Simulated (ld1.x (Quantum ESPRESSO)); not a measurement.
# Before and after: ultrasoft potential for cobalt (Co)

ld1.x (Quantum ESPRESSO) 7.5 input, shortened:

```
&input
   title='Co', zed=27., rel=1, dft='PZ', iswitch=3,
   config='[Ar] 3d7 4s2 4p0'
 /
 &inputp
   pseudotype=3, tm=.true., lloc=-1, rcloc=2.15,
   nlcc=.true., rcore=0.75,
   which_augfun='PSQ', rmatch_augfun=1.10
 /
6
4S  1  0   2.00   0.00  1.80  2.45  0.0
4S  1  0   0.00   1.30  1.80  2.45  0.0
4P  2  1   0.00   0.00  3.10  3.55  0.0
4P  2  1   0.00   2.05  3.10  3.55  0.0
3D  3  2   7.00   0.00  1.45  1.55  0.0
3D  3  2   0.00   2.10  1.45  1.55  0.0
 &test
   configts(1)='3d7 4s2 4p0'
 /
```

All-electron outer shells of the reference configuration (LDA (PZ), scalar-relativistic, ld1.x):

```
shell  level (eV)  outermost node (bohr)  outermost maximum (bohr)
   3s     -101.87                   0.31                      0.67
   3p      -65.51                   0.28                      0.68
   3d       -8.46                      –                      0.66
   4s       -5.68                   0.96                      2.29
   4p       -1.39                   1.05                      3.21
```

Change: core [Ne] 3s2, valence charge 15; reference 3p6 3d7 4s2 4p0; waves now 4s (bound): rcut 2.10, rcutus 2.65 bohr; 4s channel at 1.3 Ry: rcut 2.10, rcutus 2.65 bohr; 3p (bound): rcut 1.15, rcutus 1.20 bohr; 4p (bound): rcut 1.15, rcutus 1.20 bohr; 3d (bound): rcut 1.70, rcutus 1.80 bohr; 3d channel at 2.1 Ry: rcut 1.70, rcutus 1.80 bohr; local potential all-electron potential smoothed inside 1.20 bohr (lloc = -1); core correction none.

Cutoffs: the cutoffs (Ry, on a coarse ladder) from which the occupation-weighted sum of valence levels, in a spherical-Bessel basis at the reference potential, stays within 10 and 1 mRy of its value at 400 Ry; they do not see the model core or the augmentation charge, which bear on the density cutoff. Errors are all-electron minus pseudo energies relative to the spin-unpolarised reference configuration.

Problem. What does the change do?

Solution. The potential gets harder (45 Ry and 80 Ry → 60 Ry and 100 Ry); a bound ghost appears in s, which as a rule spoils a file. The added semicore shells are compact, so their waves need more plane waves. Several settings change at once here, so the effects cannot be laid on one of them.

| quantity | base | changed |
| --- | --- | --- |
| cutoff, loose | 45 Ry | 60 Ry |
| cutoff, tight | 80 Ry | 100 Ry |
| bound ghosts | none | s |
| largest error over its own tests, meV | -653 | -18 |
| lowest overlap eigenvalue by channel | s 0.41, p 0.91, d 0.20 | s 0.11, p 0.28, d 0.84 |

 A true bound ghost makes a file unfit for plane-wave use even where its test errors are small: the radial tests pick states by their node count and pass the ghost by.
